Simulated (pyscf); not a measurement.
**H₃Ge–O–GeH₃ (SMILES [GeH3][O][GeH3]), singlet**

Gas-phase minimum from PySCF at ωB97X-D3(BJ)/def2-SVP, one conformer. 

```
O
Ge 1 1.7746
Ge 1 1.7746 2 127.01
H 2 1.5325 1 106.40 3 -179.41
H 3 1.5325 1 106.41 2 -178.58
H 3 1.5406 5 111.15 1 118.69
H 2 1.5406 4 111.15 1 118.67
H 2 1.5407 4 111.14 7 122.64
H 3 1.5408 5 111.13 6 122.64
```
Charge 0, spin multiplicity 1.

Properties at ωB97X-D3(BJ)/def2-SVP:

Harmonic wavenumbers, unscaled: 49, 62, 108, 491, 630, 635, 676, 701, 826, 888, 893, 895, 898, 923, 959, 2166, 2173, 2174, 2183, 2212, 2216 cm⁻¹
Zero-point energy: 32.5 kcal/mol
Rotational symmetry number: 2
Entropy of this conformer at 298 K and 1 atm, rigid rotor and harmonic oscillator, modes under 100 cm⁻¹ raised to 100: 333.7 J/(mol K)
Dipole moment: 0.99 D

Single-point totals, which compare only within one level:

| level | total energy (hartree) |
|---|---|
| ωB97X-D3(BJ)/def2-TZVP | -4232.82439 |
| PBE/def2-TZVP | -4232.16023 |
| r²SCAN/def2-TZVP | -4232.83152 |
| B3LYP-D3(BJ)/def2-TZVP | -4233.00003 |
| PBE0-D3(BJ)/def2-TZVP | -4232.28175 |
| M06-2X/def2-TZVP | -4232.86065 |
| ωB97M-D3(BJ)/def2-TZVP | -4232.94262 |

The lowest mode is so soft that the shape along it may change with the basis. Soft torsions are taken as harmonic, which can shift the entropy by several J/(mol K). Elements up to Kr have no core potential and no relativistic terms here.
